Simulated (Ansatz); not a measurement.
# Nudged elastic band run: CuSi16, charge +1

The input (input.yaml):

```yaml
crystal:
  lattice:
    - [0.0, 5.43, 5.43]
    - [5.43, 0.0, 5.43]
    - [5.43, 5.43, 0.0]
  atoms:
    - { symbol: Si, position: [-0.00302887, 0.0139485, -0.00718041] }
    - { symbol: Si, position: [0.13384554, 0.11717248, 0.12497679] }
    - { symbol: Si, position: [-0.00211127, 0.01315657, 0.49747272] }
    - { symbol: Si, position: [0.12034915, 0.13910485, 0.62085858] }
    - { symbol: Si, position: [0.00576855, 0.50530237, -0.00436534] }
    - { symbol: Si, position: [0.11837753, 0.63961058, 0.12405715] }
    - { symbol: Si, position: [-0.00402312, 0.51252942, 0.49704939] }
    - { symbol: Si, position: [0.1203723, 0.63862217, 0.61944892] }
    - { symbol: Si, position: [0.51349854, -0.0391951, 0.01255223] }
    - { symbol: Si, position: [0.62462865, 0.11671473, 0.12474986] }
    - { symbol: Si, position: [0.4922173, 0.01345131, 0.49728885] }
    - { symbol: Si, position: [0.62567126, 0.11734919, 0.63211096] }
    - { symbol: Si, position: [0.49389643, 0.50469759, -0.005228] }
    - { symbol: Si, position: [0.63745282, 0.58936273, 0.13499139] }
    - { symbol: Si, position: [0.49630119, 0.50570072, 0.50319214] }
    - { symbol: Si, position: [0.62302045, 0.63897863, 0.6187711] }
    - { symbol: Cu, position: [0.39000545, 0.33212526, 0.88590397] }
total_charge: 1
basis:
  ecutwfc: 420.0
kpoints:
  mp_grid: { grid: [2, 2, 2] }
hamiltonian:
  xc: pbe
  pseudopotentials: { kind: paw, azcp: { folder: soft_1 } }
scf:
  occupations: { method: gaussian, width: 0.05 }
  lower_state_search: "off"
neb:
  images: 7
  f_tol: 0.05
  initial_path: idpp
  max_iterations: 55
  spring: 2.0
  final_atoms:
    - { symbol: Si, position: [-0.01106148, 0.03543576, -0.01176967] }
    - { symbol: Si, position: [0.1307205, 0.11975977, 0.13050685] }
    - { symbol: Si, position: [0.00236471, -0.01445736, 0.50618825] }
    - { symbol: Si, position: [0.13022196, 0.11964, 0.61991011] }
    - { symbol: Si, position: [0.00061699, 0.50790444, 9.41e-05] }
    - { symbol: Si, position: [0.11240667, 0.66390854, 0.11184879] }
    - { symbol: Si, position: [0.00037459, 0.50797243, 0.49152962] }
    - { symbol: Si, position: [0.13327151, 0.61104029, 0.62783589] }
    - { symbol: Si, position: [0.50648711, -0.01405173, 0.0019012] }
    - { symbol: Si, position: [0.62069533, 0.11953262, 0.12978553] }
    - { symbol: Si, position: [0.5060921, -0.01398694, 0.50556839] }
    - { symbol: Si, position: [0.62944027, 0.11224623, 0.62897308] }
    - { symbol: Si, position: [0.49216934, 0.50783253, -0.00013833] }
    - { symbol: Si, position: [0.62829616, 0.61141937, 0.13244759] }
    - { symbol: Si, position: [0.50518248, 0.48573673, 0.50432773] }
    - { symbol: Si, position: [0.62804903, 0.61148865, 0.62756798] }
    - { symbol: Cu, position: [0.23710826, 0.29256009, 1.23596745] }
  order_check: true
```

Run as:

```bash
$ ansatz run input.yaml --threads 1 --pin off --max-ram 3072MiB --backend cpu --events-out ev --progress --plain --runs-dir out
```

Output, in part (warnings, iteration lines):

```
NEB end point (image 0): max|allowed force component| = 2.119e-2 eV/Å (the criterion of neb.relax_end_points is 1.000e-2)
NEB end point (image 8): max|allowed force component| = 9.510e-3 eV/Å (the criterion of neb.relax_end_points is 1.000e-2)
NEB iter   1: max|band force component| = 1.436e0 eV/Å  barrier→ = 0.4611 eV  barrier← = 0.4614 eV  Δτ_max = 0.1006 Å  (84 SCF iters)
NEB iter   2: max|band force component| = 8.746e-1 eV/Å  barrier→ = 0.1861 eV  barrier← = 0.1864 eV  Δτ_max = 0.1023 Å  (54 SCF iters)
NEB iter   3: max|band force component| = 3.178e-1 eV/Å  barrier→ = 0.0654 eV  barrier← = 0.0656 eV  CI = image 4  Δτ_max = 0.0750 Å  (54 SCF iters)
NEB iter   4: max|band force component| = 1.182e-1 eV/Å  barrier→ = 0.0485 eV  barrier← = 0.0488 eV  CI = image 4  Δτ_max = 0.0300 Å  (47 SCF iters)
NEB iter   5: max|band force component| = 8.380e-2 eV/Å  barrier→ = 0.0450 eV  barrier← = 0.0453 eV  CI = image 4  Δτ_max = 0.0140 Å  (44 SCF iters)
NEB iter   6: max|band force component| = 3.913e-2 eV/Å  barrier→ = 0.0430 eV  barrier← = 0.0433 eV  CI = image 4  Δτ_max = 0.0166 Å  (42 SCF iters)
NEB iter   7: max|band force component| = 3.562e-2 eV/Å  barrier→ = 0.0428 eV  barrier← = 0.0431 eV  CI = image 4  CI's point: of a kind that is not told: the force calls were inconclusive, a negative curvature could not be distinguished from the path's own, the only one lies far off the path, or fixed occupations may fill a level only in part  Δτ_max = 0.0000 Å  (295 SCF iters)
```

The run converged. The band force fell under the threshold earlier too, but the program's further tests of the path sent the band on. A structure lower than the first end lies on the path between it and the top, so the climb from that side starts below the end, which may itself be a saddle point or a shallow side well. A structure lower than the last end lies on the path between it and the top, so the climb from that side starts below the end, which may itself be a saddle point or a shallow side well. By the program's own check the climbing image is of a kind that is not told: the force calls were inconclusive, a negative curvature could not be distinguished from the path's own, the only one lies far off the path, or fixed occupations may fill a level only in part (lowest curvatures found: -0.56 and 0.87 eV/Å²). Limits of this set-up: coarse k mesh, charged cell in a uniform background, uncorrected.

Final band (atoms are numbered from 1 in the order of the input):

| image | path coordinate (Å) | energy (eV) | Si12–Cu17 (Å) | Si15–Cu17 (Å) | Si4–Cu17 (Å) |
| --- | --- | --- | --- | --- | --- |
| 0 | 0.00 | 0.000 | 2.55 | 2.42 | 4.57 |
| 1 | 0.34 | 0.002 | 2.76 | 2.51 | 4.35 |
| 2 | 0.68 | -0.005 | 3.02 | 2.66 | 4.06 |
| 3 | 1.01 | 0.016 | 3.26 | 2.95 | 3.67 |
| 4 | 1.36 | 0.043 | 3.51 | 3.30 | 3.31 |
| 5 | 1.70 | 0.018 | 3.77 | 3.65 | 2.96 |
| 6 | 2.03 | -0.005 | 4.03 | 4.03 | 2.67 |
| 7 | 2.37 | 0.002 | 4.30 | 4.33 | 2.52 |
| 8 | 2.71 | 0.000 | 4.57 | 4.59 | 2.43 |

The run took 5 min on 1 thread of Intel(R) Xeon(R) 6975P-C (Granite Rapids) (shared host), peak memory 1.1 GiB.
